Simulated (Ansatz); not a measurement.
Consider the formal exchange of groups at the Al–C bond: `C[CH2][AlH2]` + `C[Se]C(C)=O` → `C[Se][AlH2]` + `CCC(C)=O`.

Isolated molecules relaxed with PBE0-D4/def2-TZVP in Ansatz; ΔE leaves out vibrations. CBS: MP2 limit from def2 TZ/QZ plus the TZ coupled-cluster correction, frozen cores. Functionals use def2-TZVPP. B3LYP here is the variant with VWN-RPA as its local correlation; programs differ in this. For Se outer-core shells are correlated without core-valence functions, which leaves a few kJ/mol of doubt a bond. Scalar relativity is left out up to krypton. Each species was taken in one conformer, which may not be the lowest.

| level | ΔE (eV) |
| --- | --- |
| r2SCAN-D4 | -1.26 |
| B3LYP-D4 | -1.26 |
| B2PLYP | -1.31 |
| PBE | -1.20 |
| r2SCAN | -1.27 |
| B3LYP | -1.29 |
| HF/def2-TZVPP | -1.62 |
| HF/def2-QZVPP | -1.61 |

What does CCSD(T)/CBS give? (An estimate is asked.)

Ansatz gave: -1.37 eV. The listed levels differ from it by 0.11, 0.11, 0.06, 0.17, 0.10, 0.08, -0.25, -0.24 eV.

Largest T1 diagnostic among the species: 0.013.

In def2-TZVPP, CCSD(T) changes the Hartree–Fock value by +0.26 eV (the triples alone add +0.05 eV) and MP2 by +0.30 eV. From PBE to PBE0 (25 % exact exchange), in def2-TZVPP and without D4, ΔE moves by −0.15 eV.
